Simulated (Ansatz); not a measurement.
A run of Ansatz (development build ahead of 0.2.0) on triplet NiF(+) at this shape:

```yaml
atoms:
  - { symbol: Ni, position_ang: [0.0000, 0.0000, 0.0000] }
  - { symbol: F, position_ang: [0.0000, 0.0000, 3.3060] }
```

Its results:

```
Converged                       : yes
Total energy                    : -1607.46256 hartree
Spin squared of the determinant : 2.000
Stability test                  : minimum among restricted orbitals
```

(1) Which input gives this output? Name the method, the orbitals and the basis set, and write the input.

Answers

(1) PBE0 (restricted open-shell) in pcseg-2.

```yaml
crystal:
  periodic: [false, false, false]
  atoms:
    - { symbol: Ni, position_ang: [0.0, 0.0, 0.0] }
    - { symbol: F, position_ang: [0.0, 0.0, 3.306] }
basis:
  gaussian: { orbitals: pcseg-2 }
total_charge: 1
magnetization:
  initial_magnetization: 2
hamiltonian:
  xc: pbe0
```

Caution: stretched shape with no unrestricted run beside it, a lower state can exist; charge can spread falsely over distant fragments; other spin multiplicities were not run.
